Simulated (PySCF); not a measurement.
## Does the structure fit the spectrum?

A compound C$_{6}$H$_{11}$NSi$_{2}$ gives the data below (simulated from a calculation) and was assigned the structure `c1ccn(C2[SiH2]C[SiH2]2)c1`.

13C{1H} NMR (computed): δ 173.3 (C), 131.7 (C), 122.2 (C), 20.8 (CH2), 19.3 (CH2), 18.1 (CH2).

1H NMR (600 MHz, computed): δ 4.85 (m, 2H), 3.93 (t, 3H), 2.91 (s, 2H), 2.45 (q, 2H), 1.89 (m, 2H).

No solvent model, no relativistic terms, equivalent nuclei averaged, one conformer. Geometry: GFN2-xTB; NMR shieldings at PBE0/pcSseg-1/GIAO; PySCF 2.14.0 with density-fitted response routines.

Referencing at the same level of theory: 1H (31.72 ppm) and 13C (186.93 ppm) against TMS.

Question: Compare with the shifts computed for the proposed structure, pairing carbons in order of shift.

Answer: Structure with atom numbers: `[cH:1]1[cH:2][cH:3][n:4]([CH:5]2[SiH2:6][CH2:7][SiH2:8]2)[cH:9]1`; H(Xn) means a hydrogen on atom n.

```
atom  computed for proposal  given list  difference
  C3                  122.3       173.3       -51.0
  C9                  122.3       131.7        -9.4
  C1                  114.0       122.2        -8.2
  C2                  114.0        20.8       +93.2
  C5                   43.3        19.3       +24.0
  C7                   -9.8        18.1       -27.9
```

The rms difference is 46.2 ppm and the largest +93.2 ppm at C2 (aromatic CH). The proposal also would give 4 carbon signals, not 6. The carbon types in order of shift don't match either: CH, CH, CH, CH, CH, CH2 for the proposal against C, C, C, CH2, CH2, CH2 in the data. The proposal doesn't fit.

Question: Which isomer fits?

Answer: SMILES C1C(C[SiH3])=C(CC#N)[SiH2]1.

- Carbon types of the structure: 3 × C, 3 × CH2, leaving 5 H on heteroatoms.
- δC 173.3, 131.7: fully substituted alkene carbon.
- δC 122.2: nitrile carbon; this is the usual window of a C≡N carbon, which has no attached hydrogen.
- δC 18.1: allylic sp3 CH2; saturated and bonded to C and H only.
- δH 2.91: hydrogen on an allylic sp3 CH2; allylic position.

Other isomers checked: CC#CC#CCN([SiH3])[SiH3] (rms 52.0 ppm); N#C/C=C\C[SiH2]/C=C/[SiH3] (rms 56.6 ppm).

The shifts were computed for this structure.

Shifts are as computed. Against solution values, carbons near 30 ppm lie about +3 ppm off and those near 130 ppm about +5 ppm. Of 1211 compounds with measured shifts, 218 miss one by over three times the rms of a fit or turn the order of signals round; such compounds aren't used in these exercises. No couplings were computed; multiplicities are counted from neighbouring protons, with m where these are inequivalent, close in shift, in a saturated or five-membered ring or joined by F or P, and br s for small geminal =CH2 splittings.
